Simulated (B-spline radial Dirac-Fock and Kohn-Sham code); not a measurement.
Two-hole binding energies of Au⁵⁵⁺

System: the Au⁵⁵⁺ ion, [Ar] 3d6.

Level of theory: Dirac-Fock ΔSCF + Breit + QED; a radial atomic solver. U is the two-hole binding energy less the two single-hole energies, the effective repulsion of the holes after relaxation. Each two-hole energy is an average over J within one jj subconfiguration.

```
          holes  E(a) (eV)  E(b) (eV)  E(ab) (eV)  U (eV)
           1s⁻²    84341.1    84341.1    170320.0  1637.9
   1s⁻¹ 2p3/2⁻¹    84341.1    15445.4    100240.6   454.1
   1s⁻¹ 3p1/2⁻¹    84341.1     6357.8     90916.3   217.5
   1s⁻¹ 3p3/2⁻¹    84341.1     5909.9     90443.8   192.9
           2s⁻²    17881.0    17881.0     36088.8   326.7
   2s⁻¹ 2p1/2⁻¹    17881.0    17278.8     35477.3   317.5
   2s⁻¹ 2p3/2⁻¹    17881.0    15445.4     33624.1   297.7
2p1/2⁻¹ 2p3/2⁻¹    17278.8    15445.4     33074.2   350.0
        2p3/2⁻²    15445.4    15445.4     31227.6   336.7
   2s⁻¹ 3p1/2⁻¹    17881.0     6357.8     24416.0   177.3
   2p1/2⁻¹ 3s⁻¹    17278.8     6613.9     24064.4   171.7
   2p3/2⁻¹ 3s⁻¹    15445.4     6613.9     22227.6   168.3
2p3/2⁻¹ 3p1/2⁻¹    15445.4     6357.8     21983.1   179.9
        3p1/2⁻²     6357.8     6357.8           ?       ?
```

Question: Give the missing two-hole energy and U.

Answer: E(ab) = 12858.7 eV and U = 143.2 eV.

Values without a named source are computed, but for edge energies of neutral atoms, which are taken from tables.
